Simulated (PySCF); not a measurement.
## Computed properties of In(H)(NH2)2 (H₅InN₂), SMILES [NH2][InH][NH2]

In(H)(NH2)2 (H5InN2), SMILES [NH2][InH][NH2]. Coordinates come from a PBE0-D3(BJ)/def2-SVP optimisation. The def2 effective core potentials stand for the cores of In; spin–orbit coupling is left out. Other conformers were not sampled. All values are computed for the isolated molecule unless a solvent is named; none is compared with measurement here.

**Structure.** The optimised structure has Cs symmetry. All 18 harmonic modes at PBE0-D3(BJ)/def2-SVP (PySCF) are real, so it is a minimum. With heavy atoms numbered as in [InH:1]([NH2:3])[NH2:6], the shortest bond between them is In1–N6 at 2.027 Å and the longest In1–N3 at 2.027 Å.

**Vibrations.** The strongest infrared lines (harmonic, unscaled, degenerate partners summed) lie at 273 cm⁻¹ (193 km/mol, H 71 %, N 25 %), 1842 cm⁻¹ (142 km/mol, H 99 %), 309 cm⁻¹ (135 km/mol, H 92 %). The softest mode is at 134 cm⁻¹ and the zero-point energy is 34.7 kcal/mol.

**Electronic structure.** PBE0/def2-TZVPD (PySCF) places the frontier levels at -6.68 and -0.76 eV, a gap of 5.92 eV, and gives a dipole moment of 1.39 D and a mean polarisability of 58.3 bohr³.

**Excitations.** TDA-B3LYP/def2-SVPD (PySCF) has S1 at 4.75 eV (261 nm, f = 0.021, weak); the most intense of the 10 singlets computed lies at 5.44 eV (f = 0.13). T1 (TDA) is at 4.04 eV, 0.71 eV under S1. No vertical singlet excitation falls in the visible range (under 3.1 eV).
